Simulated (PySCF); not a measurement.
Computed shifts of a molecule CH5ClO2Si, PBE/pcSseg-1 in PySCF, GIAO, gas phase, atoms alike by connectivity averaged where their shifts nearly agree, in ppm (number of nuclei): ²⁹Si: -32.2 (1). ¹³C: 56.2 (1). ¹H: 5.41 (1), 4.06 (3), 2.59 (1). References: ²⁹Si against TMS (σ = 335.4 ppm); ¹⁷O against H2O (σ = 334.3 ppm); ³⁵Cl against HCl (σ = 936.5 ppm); ¹³C against TMS (σ = 182.0 ppm); ¹H against TMS (σ = 31.49 ppm), references at their B3LYP-D3(BJ)/def2-TZVP geometries, non-relativistic (without spin–orbit terms, shifts of atoms bonded to Cl or Br come out too high). Geometry: B3LYP-D3(BJ)/def2-SVP. Other conformers were not sampled.

Pick the molecule that these values belong to.
A. OC[Si@@H](O)Cl
B. CO[SiH](O)Cl
C. C[Si](O)(O)Cl

B, CO[SiH](O)Cl
